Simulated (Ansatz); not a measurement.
Isolated molecules relaxed with PBE0-D4/def2-TZVP in Ansatz; ΔE leaves out vibrations. CCSD(T)/CBS is the MP2 limit (def2-TZVPP, def2-QZVPP) plus CCSD(T) − MP2 in def2-TZVPP, frozen cores. This one scheme is used for every species. DFT in def2-TZVPP. Elements past krypton have def2 core potentials. For In outer-core shells are correlated without core-valence functions, which leaves a few kJ/mol of doubt a bond. Each species was taken in one conformer, which may not be the lowest.

Reaction (cleavage of the Si–In bond): `[CH3][In]([SH])[SiH2]O` + `N=C=O` → `O=C=N[SiH2]O` + `[CH3][InH][SH]`

`[CH3][In]([SH])[SiH2]O`:

Cartesian coordinates in Å:
```
C -0.293 0.954 2.250
In -0.210 0.204 0.239
S -2.217 0.650 -1.038
Si 1.407 -1.109 -1.277
O 0.908 -1.048 -2.852
H -0.434 2.036 2.220
H -1.148 0.510 2.762
H 0.617 0.726 2.804
H -2.883 1.235 -0.030
H 1.504 -2.518 -0.791
H 2.781 -0.544 -1.265
H -0.033 -1.096 -3.023
```

`N=C=O`:

Cartesian coordinates in Å:
```
N 0.118 -0.241 0.717
C -0.159 0.362 -0.293
O -0.467 1.046 -1.178
H 0.508 -1.166 0.754
```

`O=C=N[SiH2]O`:

```xyz
8

O     1.077    3.001   -0.365
C     0.604    1.970   -0.105
N     0.080    0.933    0.171
Si   -0.141   -0.744    0.433
O    -0.257   -1.564   -0.976
H     1.045   -1.287    1.123
H    -1.374   -0.870    1.241
H    -1.034   -1.438   -1.520
```

`[CH3][InH][SH]`:

```xyz
8

C     0.719    1.045   -0.157
In    0.216   -0.989    0.293
S    -2.097   -1.591    0.092
H     1.220    1.089   -1.126
H    -0.180    1.660   -0.197
H     1.399    1.445    0.597
H     1.215   -2.297    0.778
H    -2.492   -0.362   -0.279
```

| level | ΔE (kJ/mol) | difference from CCSD(T)/CBS |
| --- | --- | --- |
| r2SCAN-D4 | -78.4 | 3.6 |
| ωB97M-V | -85.9 | -3.9 |
| B2PLYP | -86.7 | -4.7 |
| PBE | -64.0 | 18.0 |
| r2SCAN | -79.1 | 2.9 |
| SCS-MP2/def2-TZVPP | -91.5 | -9.5 |
| CCSD(T)/def2-TZVPP | -84.8 | -2.8 |
| MP2/def2-QZVPP | -86.4 | -4.4 |
| HF/CBS(def2) | -115.7 | -33.7 |
| MP2/CBS(def2) | -84.8 | -2.8 |
| CCSD(T)/CBS | -82.0 | 0 |

Largest T1 diagnostic among the species: 0.018.

The D4 term adds +3.2 kJ/mol with B3LYP and +2.1 kJ/mol with PBE0; it sums over pairs of atoms, weighted by their polarisabilities, and B3LYP, whose exchange is more repulsive, gets the larger term. From PBE to PBE0 (25 % exact exchange), in def2-TZVPP and without D4, ΔE moves by −10.8 kJ/mol.

B3LYP here is the variant with VWN-RPA as its local correlation; programs differ in this.
